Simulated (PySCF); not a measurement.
## Correlation energy of Tc²⁺ (technetium, charge +2)

[Kr] 4d4 5s1, high-spin 6D determinant (an excited configuration). All numbers are calculated (PySCF 2.14, a scalar-relativistic core potential, in def2-QZVPPD with the def2 core potential (28 electrons) (7s5p4d4f2g, 88 functions)). Frozen: 4s2 4p6; 5 electrons correlated.

```tsv
level	correlation energy (mhartree)
CCSD	-62.51
(T)	-0.92
CCSD(T)	-63.43
```

Diagnostics: T1 = 0.0041, D1 = 0.0128, largest double amplitude 0.020.

Is a single reference adequate?

Yes, within this model without spin-orbit coupling: T1 lies below 0.03 and no double amplitude reaches 0.07.
